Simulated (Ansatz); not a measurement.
ClH5OSSi2 can be A, `[SiH3]O[SiH](S)Cl`, or B, `O[SiH2][SiH](S)Cl`.

Gas-phase electronic energies from Ansatz, PBE0-D4/def2-TZVP geometries. CBS: MP2 limit from def2 TZ/QZ plus the TZ coupled-cluster correction, frozen cores. DFT in def2-TZVPP. B3LYP here is the variant with VWN-RPA as its local correlation; programs differ in this. One conformer a species, not always the lowest.

A:

Z-matrix (Å, degrees):
```
Si
O 1 1.645
H 1 1.486 2 109.9
H 1 1.483 2 109.4 3 -120.3
H 1 1.481 2 107.9 3 119.9
Si 2 1.617 1 144.8 3 28.8
Cl 6 2.052 2 107.9 1 60.1
S 6 2.121 2 113.2 1 -61.8
H 6 1.472 2 109.0 1 179.0
H 8 1.345 6 93.8 2 73.0
```

B:

Z-matrix (Å, degrees):
```
Si
Si 1 2.342
O 1 1.653 2 106.8
H 1 1.482 2 112.0 3 -115.9
H 1 1.490 2 109.7 3 121.8
Cl 2 2.080 1 103.5 3 -55.8
S 2 2.127 1 111.1 3 64.4
H 2 1.482 1 118.4 3 -174.0
H 3 0.960 1 116.5 2 58.4
H 7 1.345 2 94.1 1 -37.5
```

Q: Which is lower in electronic energy at CCSD(T)/CBS, and by how much? (Best estimate.)

A: Ansatz gave: A, by 30.2 kcal/mol.

Q: Give E(B) − E(A) in kcal/mol with B3LYP-D4, B2PLYP, PBE0-D4, PBE-D4, CCSD/def2-TZVPP, r2SCAN-D4, HF/def2-TZVPP. (An estimate is asked.)

A: The calculation gave: B3LYP-D4 29.6, B2PLYP 31.0, PBE0-D4 25.7, PBE-D4 23.2, CCSD/def2-TZVPP 31.6, r2SCAN-D4 28.4, HF/def2-TZVPP 36.7. None reverses the order clearly.

Largest T1 diagnostic: 0.012.

In def2-TZVPP, CCSD(T) changes the Hartree–Fock value by −6.0 kcal/mol (the triples alone add −0.9 kcal/mol) and MP2 by −4.6 kcal/mol. From PBE to PBE0 (25 % exact exchange), in def2-TZVPP and without D4, E(B) − E(A) moves by +2.6 kcal/mol.
